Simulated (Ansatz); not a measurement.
Ideal-gas functions of AlBH5NS, SMILES `B[S][AlH][NH2]` at 600 K and 1 bar, from an Ansatz frequency run at PBE0-D4/def2-TZVP.

Molar mass 88.91 g/mol, point group Cs (symmetry number 1), electronic degeneracy 1, moments of inertia 59.908, 175.102, 235.01 u Å². Harmonic wavenumbers (cm⁻¹, unscaled): 48, 176, 204, 276, 366, 413, 450, 516, 567, 734, 809, 824, 852, 948, 1214, 1559, 1964, 2591, 2684, 3612, 3706.

Use S(trans) = R[1.5 ln M + 2.5 ln T − 1.1517]; rotational temperatures θ = 24.2544 K / I; S(rot) = R[ln(√π/σ · √(T³/θAθBθC)) + 1.5]; for each mode x = 1.438777 ν̃/T, S = R[x/(eˣ − 1) − ln(1 − e⁻ˣ)] and H = RT x/(eˣ − 1); 1 cm⁻¹ = 0.0119627 kJ/mol; R = 8.31446 J/(mol·K).

Problem. By hand: the entropy, in J/(mol·K).

Solution. Translation 179.4. Rotation: θ = 0.4049, 0.1385, 0.1032 K, giving 118.4. Vibration, mode by mode: 26.29, 15.55, 14.34, 11.90, 9.66, 8.73, 8.07, 7.05, 6.37, 4.61, 4.00, 3.88, 3.68, 3.07, 1.86, 0.96, 0.43, 0.12, 0.10, 0.01, 0.01, in all 130.7. Electronic 0.0. Sum 428.5 J/(mol·K).

Problem. By hand: H − E and G − E in kJ/mol, counted from the electronic energy.

Solution. Zero-point energy ½ × 24513 × 0.0119627 = 146.6; thermal vibration 39.3; translation, rotation and pV give 4 RT = 20.0. H − E = 205.9 kJ/mol, and G − E = 205.9 − 600 × 428.5/1000 = -51.2 kJ/mol.

Vibration gives 31 % of the entropy, 26.3 J/(mol·K) of it from the mode under 150 cm⁻¹: soft modes count most, and the harmonic formula is weakest for them. The sum counts one conformer and one mirror image; others add a mixing term.
